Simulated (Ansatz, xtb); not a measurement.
**Isomers of C5H9F2+ in order of energy**

4 gas-phase structures of C5H9F2+, from a drawn sample of its isomers (lower ones may exist). Each was relaxed with GFN2-xTB; where two conformers were screened, the lower at r2SCAN-D4/def2-SVP//GFN2-xTB is listed:

A. `C[C+](CF)[C@H](C)F`, a singlet
B. `CC[C+](CF)CF`, a singlet
C. `C[C+](C)CC(F)F`, a singlet
D. `C[C+](C)C(C)(F)F`, a singlet

Q: Which do you expect lowest at r2SCAN-D4/def2-SVP//GFN2-xTB, and how would the others follow?

A: Calculated order at r2SCAN-D4/def2-SVP//GFN2-xTB: C (0.0), D (23.8), A (66.3), B (90.0) kJ/mol.

Energies above the lowest of each column, in kJ/mol; the last columns are at r2SCAN-D4/def2-SVP geometries and were run for some of them only (a dash: not run or not comparable):

```tsv
structure	GFN2-xTB	HF/STO-3G	r2SCAN-D4/def2-SVP//GFN2-xTB	r2SCAN-D4/def2-SVP	CCSD(T)/def2-SVP + ΔMP2/def2-TZVPP
C	0.0	0.0	0.0	0.0	0.0
D	41.0	27.3	23.8	24.4	27.1
A	60.2	66.8	66.3	66.4	64.7
B	77.8	79.7	90.0	–	–
```

Every level run on C puts it lowest or level with the lowest. Flexible structures stand in one conformer each, not always the lowest. Frequencies (GFN2-xTB) were run for A, C, D alone. ΔMP2 is the change of the MP2 energy from the smaller to the larger basis.

Over these structures GFN2-xTB departs from r2SCAN-D4/def2-SVP//GFN2-xTB by 8.9 kJ/mol on average once a common shift is removed. A GFN2-xTB relaxation took about 0.11 s and the r2SCAN-D4/def2-SVP//GFN2-xTB energy about 1.9 s on a shared host (Ansatz 0.2.0, xtb 6.7.1).
